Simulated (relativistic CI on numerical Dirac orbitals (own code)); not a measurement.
**Slater and spin-orbit integrals, Xe50+**

Calculated at this level of theory: Dirac-Coulomb-Breit CI, separate exchange-only KLI orbitals for each configuration, model QED, unscaled Slater integrals (own radial code, finite nucleus).

Slater integrals F^k, G^k are unscaled and averaged over j, outside the closed core 1s2; ζ comes from projecting the Hamiltonian with its Breit term on Σ l·s of the shell.

- 2s2p: G^1(2s,2p) = 1.0717e+06, ζ(2p) = 1.9704e+06 cm⁻¹; <r>(2s) = 0.1078, <r^2>(2s) = 0.0137, <r>(2p) = 0.09318, <r^2>(2p) = 0.01051 (bohr units).
- 2p²: F^2(2p,2p) = 1.0194e+06, ζ(2p) = 1.9626e+06 cm⁻¹; <r>(2p) = 0.09329, <r^2>(2p) = 0.01053 (bohr units).
- 2p3s: ζ(2p) = 1.9938e+06, G^1(2p,3s) = 110540 cm⁻¹; <r>(2p) = 0.09287, <r^2>(2p) = 0.01044, <r>(3s) = 0.249, <r^2>(3s) = 0.07066 (bohr units).

Averages of the first 10 configurations, taken without configuration mixing, which lowers the lowest level and can move excited configurations by several eV; other configurations of the list can lie among them:

```json
{"Configuration": "2s²", "Parity": "even", "States": "1", "Average energy above the lowest level (eV)": "10.0"}
{"Configuration": "2s2p", "Parity": "odd", "States": "12", "Average energy above the lowest level (eV)": "370.0"}
{"Configuration": "2p²", "Parity": "even", "States": "15", "Average energy above the lowest level (eV)": "774.2"}
{"Configuration": "2p3s", "Parity": "odd", "States": "12", "Average energy above the lowest level (eV)": "5793.2"}
{"Configuration": "2p3p", "Parity": "even", "States": "36", "Average energy above the lowest level (eV)": "5906.6"}
{"Configuration": "2s3s", "Parity": "even", "States": "4", "Average energy above the lowest level (eV)": "5418.1"}
{"Configuration": "2s3p", "Parity": "odd", "States": "12", "Average energy above the lowest level (eV)": "5535.2"}
{"Configuration": "2s3d", "Parity": "even", "States": "20", "Average energy above the lowest level (eV)": "5616.7"}
{"Configuration": "2s4s", "Parity": "even", "States": "4", "Average energy above the lowest level (eV)": "7274.0"}
{"Configuration": "2s4p", "Parity": "odd", "States": "12", "Average energy above the lowest level (eV)": "7322.5"}
```
